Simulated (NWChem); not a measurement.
# LaBr$_{2}$F; SMILES [F][La]([Br])[Br]

Computed with NWChem. Coordinates come from a PBE0/def2-SVP optimisation. Not confirmed as a minimum by frequencies. def2 effective core potentials on La; no spin-orbit coupling.

Problem. Estimate the computed values for PBE0/def2-TZVP. Quantities: highest occupied level (eV); orbital gap (eV); dipole (D).

Solution. The highest occupied level (eV) comes out as -8.23. The orbital gap (eV) comes out as 5.46 and the dipole (D) is 1.07.
